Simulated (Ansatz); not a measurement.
This geometry of C₂H₃AlS (7 atoms, charge 0, multiplicity 1) is a first-order saddle point.

Theory: RHF/6-31G* (Ansatz).

```xyz
7
Properties=species:S:1:pos:R:3
Al -0.548 1.212 0.014
C 0.363 -0.456 0.538
C 0.542 -1.394 -0.325
S 0.725 -2.494 -1.427
H -2.116 1.322 0.176
H 0.308 2.427 -0.519
H 0.727 -0.617 1.542
```

Q: Which two structures does it join? (They come from a converged band through this point; their orientation in space is the band's.)

A: No bond is made or broken. The dihedral H5–Al1–C2–C3 goes from 0 to 180°. The two ends are copies of one structure, up to a mirror image or an exchange of like atoms.

First end point:

```xyz
7
Properties=species:S:1:pos:R:3
Al -0.516 1.221 0.015
C 0.586 -0.341 0.392
C 0.364 -1.448 -0.240
S 0.050 -2.755 -1.034
H -1.660 1.098 -1.064
H -0.209 2.549 0.813
H 1.385 -0.325 1.118
```

Last end point:

```xyz
7
Properties=species:S:1:pos:R:3
Al -0.516 1.222 0.015
C 0.585 -0.342 0.391
C 0.364 -1.449 -0.241
S 0.050 -2.756 -1.033
H -0.206 2.549 0.813
H -1.662 1.101 -1.062
H 1.385 -0.325 1.116
```

Q: How far does it lie above each of them?

A: 5.1 kcal/mol above the first and 5.1 kcal/mol above the second. This is the barrier of this one path; another mechanism may lie lower.

Run time: 63 s on 1 thread of Intel(R) Xeon(R) 6975P-C (Granite Rapids), with other jobs on the host, peak memory 0.15 GiB.
